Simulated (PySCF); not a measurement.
SMILES C(=C/CC)/OC (C₅H₁₀O), singlet, GFN2-xTB optimised geometry.

```
16

C      1.43    -0.95     0.00
C     -0.10    -0.95     0.00
C     -0.65     0.45     0.00
C     -1.45     0.94     0.93
O     -1.88     0.21     2.00
C     -2.72     0.89     2.90
H      1.81    -0.42    -0.87
H      1.81    -1.97    -0.01
H      1.80    -0.45     0.89
H     -0.48    -1.47     0.88
H     -0.46    -1.47    -0.89
H     -0.35     1.09    -0.81
H     -1.81     1.97     0.89
H     -2.97     0.18     3.68
H     -3.64     1.22     2.40
H     -2.22     1.76     3.34
```

Density from B3LYP/def2-TZVP (PySCF 2.14.0) at that geometry.

Minimum of the electron density along straight lines between bonded atoms, close to the bond critical point (lines longer than 1.1 times the sum of covalent radii, or with two minima, are not listed):

```csv
bond,length / Å,ρ at the minimum / e bohr⁻³,∇²ρ there / e bohr⁻⁵,position (fraction from the first atom)
C1–C2,1.528,[?],-0.60,0.50
C2–C3,1.497,0.261,[?],0.49
C3–C4,1.326,[?],-1.13,0.48
C4–O5,1.367,0.288,-0.57,0.34
O5–C6,1.404,0.264,-0.57,0.65
C1–H7,1.088,0.280,-0.96,0.64
C1–H8,1.088,0.281,-0.97,0.64
C1–H9,1.088,0.281,-0.97,0.64
C2–H10,1.090,0.284,-0.99,0.64
C2–H11,1.094,0.278,-0.95,0.64
C3–H12,1.079,0.286,-1.01,0.64
C4–H13,1.085,0.289,-1.04,0.65
C6–H14,1.089,0.289,-1.04,0.65
C6–H15,1.096,0.283,-0.99,0.64
C6–H16,1.096,0.283,-0.99,0.64
```

Problem. Complete the blanks.

Solution. 
- C1–C2, ρ at the minimum / e bohr⁻³: 0.245
- C2–C3, ∇²ρ there / e bohr⁻⁵: -0.69
- C3–C4, ρ at the minimum / e bohr⁻³: 0.360
